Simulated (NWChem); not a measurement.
System: SnBrCl, singlet; SMILES [Cl][Sn][Br]

Input file for NWChem:

```
start job
memory heap 200 mb stack 900 mb global 1100 mb
geometry units angstroms
  Sn     0.674694    -0.593985     0.000000
  Cl    -1.348063    -1.863646     0.000000
  Br    -0.301778     1.749152     0.000000
end
basis spherical
  * library def2-svp
end
ecp
  Sn library def2-ecp
end
dft
  xc xpbe96 cpbe96
  iterations 150
end
driver
  maxiter 120
end
task dft optimize
dft
  grid fine
  convergence energy 1d-8 density 1d-7
end
task dft freq numerical
```

Parts of the log:

```
             Northwest Computational Chemistry Package (NWChem) 7.3.0
             --------------------------------------------------------

 CS  symmetry detected

                             Geometry "geometry" -> ""
                             -------------------------

 Output coordinates in angstroms (scale by  1.889725989 to convert to a.u.)

  No.       Tag          Charge          X              Y              Z
 ---- ---------------- ---------- -------------- -------------- --------------
    1 Sn                  50.0000     0.66852798    -0.59653702     0.00000000
    2 Cl                  17.0000    -1.36201202    -1.85371333     0.00000000
    3 Br                  35.0000    -0.29349128     1.75257079     0.00000000

 Effective nuclear repulsion energy (a.u.)     636.8646861005

      Symmetry information
      --------------------

 Group name             Cs
 Group number              2
 Group order               2
 No. of unique centers     3

                                Z-matrix (autoz)
                                --------

 Units are Angstrom for bonds and degrees for angles

      Type          Name      I     J     K     L     M      Value
      ----------- --------  ----- ----- ----- ----- ----- ----------
    1 Stretch                  1     2                       2.38822
    2 Stretch                  1     3                       2.53846
    3 Bend                     2     1     3                99.49271

                           NWChem Geometry Optimization
                           ----------------------------

 maximum gradient threshold         (gmax) =   0.000450
 rms gradient threshold             (grms) =   0.000300
 maximum cartesian step threshold   (xmax) =   0.001800
 rms cartesian step threshold       (xrms) =   0.001200
 fixed trust radius                (trust) =   0.300000
 source of zmatrix                         =   autoz

          -------------------
          Energy Minimization
          -------------------

 Using diagonal initial Hessian
 Scaling for Hessian diagonals: bonds = 1.00  angles = 0.25  torsions = 0.10

          --------
          Step   0

                                 NWChem DFT Module
                                 -----------------

[...]

      ----------------------
      Optimization converged
      ----------------------

  Step       Energy      Delta E   Gmax     Grms     Xrms     Xmax
  ---- ---------------- -------- -------- -------- -------- --------
@    2   -3247.73627008 -1.8D-06  0.00038  0.00027  0.00084  0.00154
                                     ok       ok       ok       ok

                                Z-matrix (autoz)
                                --------

 Units are Angstrom for bonds and degrees for angles

      Type          Name      I     J     K     L     M      Value     Gradient
      ----------- --------  ----- ----- ----- ----- ----- ---------- ----------
    1 Stretch                  1     2                       2.41282    0.00022
    2 Stretch                  1     3                       2.56186   -0.00038
    3 Bend                     2     1     3               100.63843    0.00012

                         Geometry "geometry" -> "geometry"
                         ---------------------------------

 Output coordinates in angstroms (scale by  1.889725989 to convert to a.u.)

  No.       Tag          Charge          X              Y              Z
 ---- ---------------- ---------- -------------- -------------- --------------
    1 Sn                  50.0000     0.66656105    -0.59502552     0.00000000
    2 Cl                  17.0000    -1.37106619    -1.88722328     0.00000000
    3 Br                  35.0000    -0.28247017     1.78456924     0.00000000

 Effective nuclear repulsion energy (a.u.)     630.1146771981

      Symmetry information
      --------------------

 Group name             Cs
 Group number              2
 Group order               2
 No. of unique centers     3

[...]

 Rotational Constants
 --------------------
 A=   0.135751 cm-1  (  0.195311 K)
 B=   0.040075 cm-1  (  0.057658 K)
 C=   0.030941 cm-1  (  0.044516 K)

 Temperature                      =   298.15K
 frequency scaling parameter      =   1.0000

 Zero-Point correction to Energy  =    0.960 kcal/mol  (  0.001529 au)
 Thermal correction to Energy     =    3.756 kcal/mol  (  0.005985 au)
 Thermal correction to Enthalpy   =    4.348 kcal/mol  (  0.006929 au)

 Total Entropy                    =   77.512 cal/mol-K
   - Translational                =   42.218 cal/mol-K (mol. weight = 232.7871)
   - Rotational                   =   28.638 cal/mol-K (symmetry #  =        1)
   - Vibrational                  =    6.656 cal/mol-K

 Cv (constant volume heat capacity) =   11.285 cal/mol-K
   - Translational                  =    2.979 cal/mol-K
   - Rotational                     =    2.979 cal/mol-K
   - Vibrational                    =    5.326 cal/mol-K

[normal modes left out]

 ----------------------------------------------------------------------------
 Normal Eigenvalue ||           Projected Infra Red Intensities
  Mode   [cm**-1]  || [atomic units] [(debye/angs)**2] [(KM/mol)] [arbitrary]
 ------ ---------- || -------------- ----------------- ---------- -----------
    1       -0.000 ||    0.000156           0.004         0.152       0.151
    2        0.000 ||    0.001267           0.029         1.235       1.228
    3        0.000 ||    0.001131           0.026         1.103       1.096
    4        0.000 ||    0.000440           0.010         0.429       0.427
    5        0.000 ||    0.000412           0.010         0.401       0.399
    6        0.000 ||    0.000117           0.003         0.114       0.114
    7       90.966 ||    0.001420           0.033         1.385       1.376
    8      237.469 ||    0.035365           0.816        34.476      34.263
    9      343.106 ||    0.052586           1.213        51.263      50.947
 ----------------------------------------------------------------------------
```

Level: PBE/def2-SVP with def2 effective core potentials on Sn. Low-valent species are run as closed-shell singlets; no triplet was tried in these runs. This build's default masses of Se (78.918 u) and Br (79.917 u) are each other's, which moves their modes by up to 0.6 %. def2 effective core potentials on Sn; no spin-orbit coupling.
